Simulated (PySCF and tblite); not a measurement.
¹³C shifts against TMS: measured, and computed as averages over conformers at 298.15 K (GIAO PBE0/pcSseg-1 (IEF-PCM, chloroform); weights CAM-B3LYP-D3(BJ)/def2-SVPD (IEF-PCM, chloroform) // PBE0-D3(BJ)/def2-SVP; PySCF, tblite).

```
                                                        molecule      atom  computed (ppm)  measured (ppm)
[CH3:1][CH2:2][CH2:3][O:4][c:5]1[cH:6][cH:7][cH:8][cH:9][cH:10]1        C1            12.4            10.6
[CH3:1][CH2:2][CH2:3][O:4][c:5]1[cH:6][cH:7][cH:8][cH:9][cH:10]1        C2            25.6            22.8
       [CH3:1][CH:2]([CH3:3])[O:4][C:5]([CH3:6])([CH3:7])[CH3:8]     C1/C3            26.6            25.2
       [CH3:1][CH:2]([CH3:3])[O:4][C:5]([CH3:6])([CH3:7])[CH3:8]  C6/C7/C8            29.3               ?
       [CH3:1][CH:2]([CH3:3])[O:4][C:5]([CH3:6])([CH3:7])[CH3:8]        C2            64.3            63.5
[CH3:1][CH2:2][CH2:3][O:4][c:5]1[cH:6][cH:7][cH:8][cH:9][cH:10]1        C3            69.0            69.4
       [CH3:1][CH:2]([CH3:3])[O:4][C:5]([CH3:6])([CH3:7])[CH3:8]        C5            72.4              73
         [CH:1]#[C:2][CH:3]1[CH2:4][CH2:5][CH2:6][CH2:7][CH2:8]1        C1            74.9            68.3
         [CH:1]#[C:2][CH:3]1[CH2:4][CH2:5][CH2:6][CH2:7][CH2:8]1        C2            94.4            88.7
```

Task: Fit a straight line to the complete rows and predict the measured shift of C6/C7/C8 in CC(C)OC(C)(C)C.

Result: measured = -0.90 + 0.9752·computed (8 points, rms 2.4 ppm, correlation 0.996). At 29.3 this gives 27.7 ppm; the measured value is 28.5 ppm, so the fit is off by 0.8.

Measured: Pretsch, Buehlmann, Badertscher, Structure Determination of Organic Compounds, 4th ed. (2009) (not stated per compound (mostly CDCl3 or CCl4)).

For scale, the study of CC(C)OC(C)(C)C took 6.3 min on 1 thread of Arm Neoverse V2 (shared host) (rough), launched as `OMP_NUM_THREADS=1 python ens_run.py task.json out`.
